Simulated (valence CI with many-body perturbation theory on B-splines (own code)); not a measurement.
## Run record, Er46+

Computed by relativistic CI+MBPT: four valence electrons over a frozen Dirac-Fock core [Ar], radial functions for each j: 7 s, 7 p, 8 d, 6 f, 4 g, 1 h, with the one-electron correlation potential Σ1 (screened to all orders), the two-electron term Σ2, the three-electron term Σ3, Breit, model QED; selected single and double excitations, second order for the rest, scaled by the run's own slope (own B-spline code, finite nucleus).

Command, and the settings that its task file holds:

```sh
python run_cv.py task.json out
```

```
atom Er  Z=68  mass_number=166  rms_radius_fm=5.2516
core [Ar]
valence 3d4
avg = 1
basis = M
beyond = 1
breit = 1
cap = 32000
capref = 2200
cscale = 1
de = 0.0
dress = 0
eps = 2e-08
extrap = 1
h = 0.27
hh = 1
l2 = 3
lcore = 6
maxit = 60
n2 = 5
natural = 1
nlev = 190
nno = [4, 4, 5, 4, 3, 1]
nroot = 40
nsp = [3, 3, 3, 2, 1, 0]
pt2 = 1
qed = 1
rpa = 1
s1 = 1
s2 = 1
s3 = 1
screen = 1
tol = 2e-05
whole = 1
```

It took 23 s on 1 thread of Intel(R) Xeon(R) Processor @ 2.30GHz (shared host).

Log. The first blocks belong to the next ion, which gives the ionisation energy. Fields: 2J, parity (1 odd), roots, reference size, generating configurations, candidates as configurations/state functions, variational space P, stored matrix elements, Davidson steps; e2 is the range of second-order energies in hartree. The first line gives the box (bohr), its intervals, the orbitals and the steps of their self-consistent field. Window is the range of levels sought, series limit the energy at which the first omitted orbital would enter, core excitation an estimate of the first excitation out of the core, left out the lowest levels not solved, and shifts from estimates the range by which levels moved from their first estimate, all in cm⁻¹.

```
rmax 2.4 intervals 56 orbitals 59 references ['3d4', '3d3 4s', '3d3 4p'] scf 3 t 0.7
2J=3 par=0 roots 2 ref 41 generators 3 cand 1677/4149 P 1050/2645 nnz 2e+06 it 4
2J=3 par=0 roots 2 ref 41 generators 4 cand 649/1545 P 1290/3290 nnz 2.9e+06 it 4
   second order: generators 6 cand 1197/2705 e2 -0.00001 -0.00001
reference levels 1454, estimated 34, window 1863630 1/cm; series limit 24420276, core excitation 2159450
2J=0 par=0 roots 5 ref 37 generators 4 cand 1133/1945 P 2070/3854 nnz 2.9e+06 it 5
2J=0 par=0 roots 5 ref 37 generators 4 cand 352/626 P 2299/4284 nnz 3.7e+06 it 4
   second order: generators 8 cand 4188/10895 e2 -0.00002 -0.00000
2J=2 par=0 roots 4 ref 93 generators 3 cand 2096/9443 P 1227/6398 nnz 9.8e+06 it 4
2J=2 par=0 roots 4 ref 93 generators 3 cand 1330/5638 P 2153/10621 nnz 2.5e+07 it 4
   second order: generators 4 cand 2086/14882 e2 -0.00001 -0.00000
2J=8 par=0 roots 7 ref 121 generators 4 cand 2262/16376 P 778/6399 nnz 9.9e+06 it 7
2J=8 par=0 roots 7 ref 121 generators 4 cand 1795/12597 P 2317/17298 nnz 6.5e+07 it 7
   second order: generators 6 cand 3547/40054 e2 -0.00001 -0.00001
2J=4 par=0 roots 8 ref 133 generators 4 cand 2298/15018 P 856/6396 nnz 9.5e+06 it 5
2J=4 par=0 roots 8 ref 133 generators 4 cand 1776/11244 P 2393/16309 nnz 5.6e+07 it 6
   second order: generators 6 cand 1921/21048 e2 -0.00001 -0.00000
2J=6 par=0 roots 6 ref 136 generators 3 cand 2306/17014 P 743/6393 nnz 1e+07 it 4
2J=6 par=0 roots 6 ref 136 generators 3 cand 1864/13242 P 2192/17226 nnz 6.5e+07 it 5
   second order: generators 4 cand 2097/25114 e2 -0.00001 -0.00001
2J=10 par=0 roots 2 ref 88 generators 2 cand 2094/13259 P 812/6396 nnz 1.1e+07 it 4
2J=10 par=0 roots 2 ref 88 generators 2 cand 1612/9443 P 1799/13076 nnz 4.1e+07 it 5
   second order: generators 2 cand 625/2763 e2 -0.00001 -0.00001
2J=12 par=0 roots 2 ref 56 generators 2 cand 1764/9400 P 1102/6398 nnz 1.1e+07 it 4
2J=12 par=0 roots 2 ref 56 generators 2 cand 1087/5558 P 1860/10374 nnz 2.6e+07 it 4
   second order: generators 2 cand 329/1582 e2 -0.00001 -0.00001
left out: unestimated 12664654, estimated none, shifts from estimates -363 to 29
operators 1.1
```

The Davidson iterations converged.

The last digits are not significant, and no measured levels were compared; by estimate large intervals hold to a few tenths of a per cent, small ones and those within an open d or f shell to about a per cent. Excitations out of the core, of the other parity, are not computed and may begin above about 214 eV (a cautious bound); beyond it only levels of the ground parity were kept, without lifetimes. Only levels of the ground parity were solved; by the run's estimate the other parity begins above the list, which can be wrong where configurations are misplaced.

| Item | Value |
| --- | --- |
| Valence energy | -603.4976 hartree |
| Ionisation energy | 3916.9 eV (NIST: 3916 ± 4 eV (theoretical)) |
| Reference configurations for the orbitals | 3d4, 3d3 4s, 3d3 4p |
| Radial orbitals | 59 |
| Box radius | 2.438 bohr |
| Largest variational space | 17298 |
| Lowest levels | (3d3/2^4) J=0 0, (3d3/2^3 3d5/2) J=1 328200, (3d3/2^3 3d5/2) J=4 416440, (3d3/2^3 3d5/2) J=2 430320, (3d3/2^3 3d5/2) J=3 457200, (3d3/2^2 3d5/2^2) J=0 [a] 720180, (3d3/2^2 3d5/2^2) J=2 [a] 730970, (3d3/2^2 3d5/2^2) J=4 [a] 741140, (3d3/2^2 3d5/2^2) J=3 [a] 755740, (3d3/2^2 3d5/2^2) J=5 785220, (3d3/2^2 3d5/2^2) J=6 806600, (3d3/2^2 3d5/2^2) J=1 816390, (3d3/2^2 3d5/2^2) J=4 [b] 845380, (3d3/2^2 3d5/2^2) J=3 [b] 845460 cm⁻¹ |

Levels are named by their leading jj configuration (3d3/2^4 stands for four electrons in 3d with j = 3/2), which in mixed levels can hold well under half, so a name can repeat and another be missing. Letters in brackets count levels of one name in rising energy.
